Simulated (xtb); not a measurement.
xtb input (GFN1-xTB):

```bash
xtb mol.xyz --gfn 1 --sp --chrg 1 --uhf 0
```
mol.xyz:
```
4

Te    -0.00222639    -0.01879001     0.32322704
F      1.35229803    -0.75173524    -0.65903022
F      0.01331367     1.59534830    -0.53181124
F     -1.35274809    -0.73504857    -0.67669258
```

End of the output:

```
         :::::::::::::::::::::::::::::::::::::::::::::::::::::
         ::                     SUMMARY                     ::
         :::::::::::::::::::::::::::::::::::::::::::::::::::::
         :: total energy             -18.558694254079 Eh    ::
         :: gradient norm              0.024728187855 Eh/a0 ::
         :: HOMO-LUMO gap              5.052124077381 eV    ::
         ::.................................................::
         :: SCC energy               -18.571149173974 Eh    ::
         :: -> electrostatic           0.251727859662 Eh    ::
         :: repulsion energy           0.013206745273 Eh    ::
         :: dispersion energy         -0.000751825379 Eh    ::
         :: halogen bond corr.         0.000000000000 Eh    ::
         :: add. restraining           0.000000000000 Eh    ::
         :: total charge               1.000000000000 e     ::
         :::::::::::::::::::::::::::::::::::::::::::::::::::::

           -------------------------------------------------
          |                Property Printout                |
           -------------------------------------------------

    * Orbital Energies and Occupations

         #    Occupation            Energy/Eh            Energy/eV
      -------------------------------------------------------------
         1        2.0000           -1.6287130             -44.3195
         2        2.0000           -1.2167982             -33.1108
         3        2.0000           -1.2167982             -33.1108
         4        2.0000           -1.1830772             -32.1932
         5        2.0000           -0.9582604             -26.0756
         6        2.0000           -0.9582604             -26.0756
         7        2.0000           -0.9487350             -25.8164
         8        2.0000           -0.9120765             -24.8189
         9        2.0000           -0.9120765             -24.8189
        10        2.0000           -0.9000201             -24.4908
        11        2.0000           -0.8998099             -24.4851
        12        2.0000           -0.8998099             -24.4851
        13        2.0000           -0.8821001             -24.0032 (HOMO)
        14                         -0.6964379             -18.9510 (LUMO)
        15                         -0.6964379             -18.9510
        16                         -0.5886997             -16.0193
        17                         -0.3564282              -9.6989
        18                         -0.3435746              -9.3491
Note: The following floating-point exceptions are signalling: IEEE_UNDERFLOW_FLAG IEEE_DENORMAL
normal termination of xtb
        19                         -0.3435746              -9.3491
        20                          0.0781876               2.1276
        21                          0.0781876               2.1276
      -------------------------------------------------------------
                  HL-Gap            0.1856621 Eh            5.0521 eV
             Fermi-level           -0.7892690 Eh          -21.4771 eV

  Mulliken/CM5 charges         n(s)   n(p)   n(d)
     1Te    0.95701  1.10584   1.976  2.503  0.564
     2F     0.01433 -0.03528   1.802  5.184  0.000
     3F     0.01433 -0.03528   1.802  5.184  0.000
     4F     0.01433 -0.03528   1.802  5.184  0.000

Wiberg/Mayer (AO) data.
largest (>0.10) Wiberg bond orders for each atom

 ---------------------------------------------------------------------------
     #   Z sym  total        # sym  WBO       # sym  WBO       # sym  WBO
 ---------------------------------------------------------------------------
     1  52 Te   3.928 --     4 F    1.309     3 F    1.309     2 F    1.309
     2   9 F    1.489 --     1 Te   1.309
     3   9 F    1.489 --     1 Te   1.309
     4   9 F    1.489 --     1 Te   1.309
 ---------------------------------------------------------------------------

Topologies differ in total number of bonds
Writing topology from bond orders to xtbtopo.mol

 dipole moment from electron density (au)
     X       Y       Z
  -0.0087  -0.0733   1.2615  total (Debye):    3.212

           -------------------------------------------------
          | TOTAL ENERGY              -18.558694254079 Eh   |
          | GRADIENT NORM               0.024728187855 Eh/α |
          | HOMO-LUMO GAP               5.052124077381 eV   |
           -------------------------------------------------

------------------------------------------------------------------------
------------------------------------------------------------------------
 total:
 SCF:
```
